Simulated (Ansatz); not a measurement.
Species: BOF, charge 1, multiplicity 2. SMILES of the parent species: O=BF

Atoms: F1, B2, O3. Bonds: F1-B2, B2-O3.

Bond lengths (Å) and angles (degrees) optimised at HF/3-21G with Ansatz (an electronic-structure program); HF/6-31G* with Ansatz; PBE/6-31G* with Ansatz; MP2/6-31G* with Ansatz, each started from the B3LYP-D3(BJ)/def2-TZVP structure (Ansatz) of the last column. A row stands for all coordinates that are equal there. 6-31G* holds six Cartesian d functions. No wavenumbers were computed at PBE/6-31G*, MP2/6-31G*, so these may be saddle points.

```csv
coordinate,HF/3-21G,HF/6-31G*,PBE/6-31G*,MP2/6-31G*,B3LYP-D3(BJ)/def2-TZVP
F1-B2,1.254,1.216,1.247,1.239,1.229
B2-O3,1.338,1.301,1.320,1.321,1.312
F1-B2-O3,180.0,180.0,180.0,180.0,180.0
```

Mean signed difference of all 2 bond lengths from B3LYP-D3(BJ)/def2-TZVP: HF/3-21G 0.026 Å, HF/6-31G* -0.012 Å, PBE/6-31G* 0.013 Å, MP2/6-31G* 0.010 Å.
